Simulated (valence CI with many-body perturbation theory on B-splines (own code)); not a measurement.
## E1 transitions of Pm¹¹⁺

Calculated by configuration interaction combined with many-body perturbation theory (CI+MBPT): four valence electrons over a frozen Dirac-Fock core [Kr] 4d10, radial functions for each j: 7 s, 7 p, 7 d, 7 f, 4 g, 2 h, with the one-electron correlation potential Σ1 (screened to all orders), the two-electron term Σ2, the three-electron term Σ3, Breit, model QED; selected single and double excitations, second order for the rest, scaled by the run's own slope (own B-spline code, finite nucleus).

No measured spectrum was set against this ion. As an estimate, terms of the open shell hold to a few per cent of their energy, and close levels can change places; configurations with another count of f electrons can be misplaced by thousands of cm⁻¹.

Lines 1 to 50 of 572 in falling wavelength, among levels below 238160 cm⁻¹, chosen from the strongest by gf and those to the six lowest levels. Wavelengths and rates use the calculated energies, so an error of 2000 cm⁻¹ moves a line at 143.9 nm by 2.9 % and its rate by three times that or more. Electric multipoles are in the length gauge, E1 and E2 with the static RPA response of the core. Weak lines are less certain than strong ones. Lines between different terms over intervals too small for the method are left out, as are lines whose strength nearly cancels. Where a level lies close to another of its J and parity, the split of strength between their lines is uncertain. The highest levels of a list are the least certain.

Names give the largest LS component (configuration and term), which can be under half, so a name can repeat, a term be missing and a line seem to break the LS rules; names also repeat where a configuration has a term twice. Letters in brackets count levels of one name in rising energy.

```tsv
λ vac (nm)	Upper	Lower	A (s⁻¹)	S (a.u.) with core polarisation	S without
143.9	4f²5s5p ³H°_4 [a]	4f5s²5p ¹F_3	6.55e+05	8.66e-03	1.11e-02
138.1	4f²5s5p ³G°_5 [a]	4f5s²5p ³F_4	7.85e+05	1.12e-02	1.44e-02
123.7	4f²5s5p ³F°_3 [a]	4f5s²5p ³D_3	1.43e+06	9.33e-03	1.20e-02
111.2	4f³5s ¹G°_4 [b]	4f5s²5p ¹G_4	1.94e+06	1.18e-02	1.53e-02
108.2	4f²5s5p ³K°_6	4f5s²5p ³G_5	9.34e+05	7.58e-03	9.70e-03
105.2	4f²5s5p ⁵G°_6 [a]	4f5s²5p ³G_5	3.15e+06	2.35e-02	2.98e-02
96.72	4f²5s5p ³F°_4 [a]	4f5s²5p ¹G_4	3.11e+06	1.25e-02	1.60e-02
93.97	4f²5s5p ³G°_3 [c]	4f5s²5p ³D_2	5.43e+06	1.56e-02	1.97e-02
92.97	4f²5s5p ³F°_3 [b]	4f5s²5p ³D_3	2.86e+06	7.94e-03	1.01e-02
92.97	4f²5s5p ³D°_2 [b]	4f5s²5p ¹D_2	8.12e+06	1.61e-02	2.04e-02
92.32	4f²5s5p ³D°_1 [c]	4f5s²5p ³D_1	8.66e+06	1.01e-02	1.28e-02
91.78	4f²5s5p ³F°_2 [d]	4f5s²5p ³D_1	7.88e+06	1.50e-02	1.92e-02
91.70	4f²5s5p ³F°_4 [a]	4f5s²5p ³D_3	4.45e+06	1.53e-02	1.93e-02
89.75	4f³5s ³F°_4 [c]	4f5s²5p ³G_5	4.81e+06	1.55e-02	2.07e-02
89.09	4f³5s ³F°_4 [c]	4f5s²5p ³D_3	3.19e+06	1.00e-02	1.32e-02
89.02	4f³5s ³F°_3 [d]	4f5s²5p ¹G_4	5.49e+06	1.34e-02	1.75e-02
88.74	4f5s5p² ⁵G°_2	4f5s²5p ³D_2	7.13e+06	1.23e-02	1.62e-02
88.34	4f²5s5p ³G°_4 [c]	4f5s²5p ³D_3	3.80e+06	1.16e-02	1.49e-02
88.30	4f²5s5p ³G°_5 [d]	4f5s²5p ³G_5	3.77e+06	1.41e-02	1.79e-02
87.77	4f²5s5p ³G°_3 [c]	4f5s²5p ¹F_3	5.02e+06	1.17e-02	1.51e-02
87.68	4f²5s5p ³G°_4 [b]	4f5s²5p ¹F_3	1.93e+06	5.77e-03	7.50e-03
87.36	4f²5s5p ³F°_4 [a]	4f5s²5p ³F_4	4.31e+06	1.28e-02	1.65e-02
85.83	4f³5s ³F°_3 [c]	4f5s²5p ³F_4	4.09e+06	8.93e-03	1.19e-02
85.54	4f³5s ¹F°_3 [b]	4f5s²5p ¹G_4	5.56e+06	1.20e-02	1.60e-02
85.51	4f³5s ³F°_4 [d]	4f5s²5p ¹G_4	2.70e+06	7.50e-03	9.72e-03
85.00	4f³5s ³F°_4 [c]	4f5s²5p ³F_4	2.22e+06	6.06e-03	8.13e-03
84.91	4f²5s5p ³F°_3 [c]	4f5s²5p ³F_4	3.12e+06	6.60e-03	8.80e-03
84.31	4f²5s5p ³G°_4 [c]	4f5s²5p ³F_4	2.46e+06	6.54e-03	8.31e-03
83.69	4f²5s5p ³G°_5 [d]	4f5s²5p ³F_4	4.78e+06	1.52e-02	1.96e-02
83.68	4f³5s ³D°_2 [c]	4f5s²5p ³F_2	5.50e+06	7.95e-03	1.04e-02
83.19	4f5s5p² ⁵G°_2	4f5s²5p ¹F_3	6.94e+06	9.86e-03	1.31e-02
82.96	4f³5s ³H°_4 [b]	4f5s²5p ³G_3	1.96e+06	4.98e-03	6.37e-03
82.11	4f³5s ³F°_4 [b]	4f5s²5p ³G_4	5.59e+06	1.38e-02	1.82e-02
82.11	4f³5s ³F°_4 [d]	4f5s²5p ³G_5	2.80e+06	6.88e-03	8.93e-03
81.98	4f³5s ³F°_3 [b]	4f5s²5p ³F_3	5.59e+06	1.06e-02	1.39e-02
81.09	4f²5s5p ³G°_4 [c]	4f5s²5p ¹F_3	4.56e+06	1.08e-02	1.38e-02
80.80	4f²5s5p ³H°_6 [c]	4f5s²5p ³G_5	1.50e+07	5.08e-02	6.49e-02
78.55	4f²5s5p ¹F°_3	4f5s²5p ¹F_3	3.86e+06	6.47e-03	8.40e-03
78.11	4f³5s ³F°_4 [d]	4f5s²5p ³F_4	2.93e+06	6.21e-03	8.11e-03
77.55	4f²5s5p ³I°_5 [b]	4f5s²5p ³G_4	3.50e+06	8.86e-03	1.11e-02
76.37	4f³5s ¹F°_3 [a]	4f5s²5p ³F_3	3.11e+06	4.79e-03	6.34e-03
75.19	4f²5s5p ⁵D°_3 [a]	4f²5s² ³P_2	3.81e+06	5.60e-03	7.21e-03
74.99	4f²5s5p ⁵H°_5	4f5s²5p ³G_4	2.33e+06	5.34e-03	6.80e-03
74.49	4f²5s5p ⁵F°_2	4f²5s² ³P_1	4.52e+06	4.61e-03	5.94e-03
74.48	4f³5s ⁵F°_5	4f²5s² ³F_4	1.00e+06	2.25e-03	2.89e-03
73.01	4f³5s ³G°_4 [c]	4f5s²5p ³F_3	2.58e+06	4.45e-03	5.79e-03
72.53	4f³5s ¹F°_3 [a]	4f5s²5p ³G_3	4.70e+06	6.20e-03	8.19e-03
71.65	4f²5s5p ³I°_5 [a]	4f²5s² ¹I_6	4.47e+06	8.93e-03	1.16e-02
70.64	4f³5s ⁵G°_4	4f²5s² ³F_3	1.45e+06	2.27e-03	2.90e-03
70.43	4f³5s ⁵G°_2	4f²5s² ³F_2	9.29e+05	8.01e-04	1.04e-03
```
